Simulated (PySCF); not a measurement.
**Dy(IV) with more and more OH**

Computed with PySCF 2.14.0, PBE0, def2-SVP on the ligands, density fitting, scalar-relativistic core potentials, no spin-orbit coupling, vacuum. The metal has lcecp-2-SVP with ECP54. Each complex is relaxed within the symmetry of its template. Distances are means of the shortest metal–ligand contacts, charges and spins Mulliken's; removal energies are rigid, with the ligand's formal charge and no counterpoise, so too large; for an anion taken off a cation in vacuum most of it is the attraction of opposite charges, and multiply charged cations can part far more cheaply with an electron moved from ligand to metal. lcecp potentials hold a fixed number of 4f electrons in the core, out of states, spins and gaps.

Question: Order these by the metal–ligand distance, lowest first.
A. [Dy(OH)2]2+
B. [Dy(OH)3]+
C. Dy(OH)4

Answer: A (1.850), B (1.916), C (1.978).

Question: What else do they give?

Answer: 
```json
{"complex": "[Dy(OH)2]2+", "point group": "C2v", "M–OH (Å)": "1.850", "charge on M (e)": "1.91", "removal of one OH (eV)": "27.42", "strongest infrared band, degenerate modes summed (cm⁻¹)": "3626", "unstable modes (below −25 cm⁻¹)": "0"}
{"complex": "[Dy(OH)3]+", "point group": "C3v", "M–OH (Å)": "1.916", "charge on M (e)": "1.52", "removal of one OH (eV)": "18.63", "strongest infrared band, degenerate modes summed (cm⁻¹)": "3906", "unstable modes (below −25 cm⁻¹)": "0"}
{"complex": "Dy(OH)4", "point group": "Td", "M–OH (Å)": "1.978", "charge on M (e)": "1.28", "removal of one OH (eV)": "11.95", "strongest infrared band, degenerate modes summed (cm⁻¹)": "4035", "unstable modes (below −25 cm⁻¹)": "0"}
```

The more ligands, the longer each bond and the weaker the last ligand is held.

One start shape was tried for each, so a minimum needn't be the lowest isomer. Oxidation states forced by the potential, rare, strongly oxidising or of another configuration in reality: [Dy(OH)2]2+, [Dy(OH)3]+, Dy(OH)4.
